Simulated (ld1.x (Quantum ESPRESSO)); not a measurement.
Values are calculated unless marked as measured or tabulated.
Potentials for molybdenum compared

Generated with ld1.x 7.5 (TM, RRKJ, ultrasoft, PAW), atompaw 4.2 or ONCVPSP 4.0.1. The cutoff is in Ry: for ld1.x and atompaw files where the sum of valence levels is converged to 10 mRy in a Bessel basis, for ONCV files where the hardest occupied wave has 1 mHa per electron of residual kinetic energy. The error is the largest all-electron minus pseudo excitation energy over each file’s own four to seven test configurations (ionisations up to +4, promotions, holes and added fractions of an electron), all of which were solved. The labels leave out finer settings (local radius, basis sizes, second energies), which also bear on the numbers. Spin-polarised tests are not counted. The rows are a selection from randomly drawn settings: files with unsolved tests, undetermined cutoffs or missed reference levels are left out.

A true bound ghost makes a file unfit for plane-wave use even where its test errors are small: the radial tests pick states by their node count and pass the ghost by.

```csv
potential,cutoff (Ry),largest error (meV),bound ghosts
"TM, LDA (PZ), scalar-relativistic, rc 2.50/1.25/1.60 (spd), local s, core correction no, reference 4p6 4d5 5s1 5p0",90,-219,none
"RRKJ, PBE, scalar-relativistic, rc 1.25/1.55/2.45 (spd), local s, core correction yes, reference 4s2 4p6 4d4 5s0 5p0",90,+210,none
"TM, PBE, non-relativistic, rc 2.70/3.35/2.10 (spd), local smoothed, core correction no, reference 4d4 5s0 5p0",40,+223,none
```

Problem. Fill in the row for Mo: TM semilocal, PBEsol, scalar-relativistic, rc 2.80/4.00/2.55 (spd), local s, core correction yes, reference 4d5 5s1 5p0.

Solution. cutoff 30 Ry, largest error -389 meV, bound ghosts: none.

Problem. Fill in the row for Mo: ultrasoft, BLYP, scalar-relativistic, rc 2.75/2.55/1.50 (spd), local smoothed, core correction yes, reference 4d4 5s0 5p0.

Solution. cutoff 40 Ry, largest error -891 meV, bound ghosts: p.
